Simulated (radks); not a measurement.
The numbers below are computed, except where a source is named.
Q: The bismuth ion Bi4+, [Xe] 4f14 5d10 6s1. Code: a radial shooting solver on a logarithmic mesh with Libxc functionals. Model: non-relativistic Kohn-Sham, r2SCAN, spin-polarised, spherical densities, point nucleus; meta-GGA in the generalised Kohn-Sham scheme. Every spin shell is full or empty, so the densities are truly spherical. Functionals are evaluated on that one density, not self-consistently. Rank these orbital-free kinetic functionals by their error against the exact value of the orbitals, and give that value: Thomas-Fermi, von Weizsacker, TF + vW, TF + vW/9, LC94, APBEK, Perdew 92, Thakkar, PG1, DePristo-Kress.

A: Exact: 20092.3 hartree. From best to worst, with 100 (|E| - |E exact|)/|E exact| (equal figures are ties): LC94 +0.04, APBEK +0.06, DePristo-Kress -0.18, Perdew 92 -0.65, TF + vW/9 -0.66, Thakkar -0.77, Thomas-Fermi -4.55, PG1 +12.26, TF + vW +30.44, von Weizsacker -65.01.
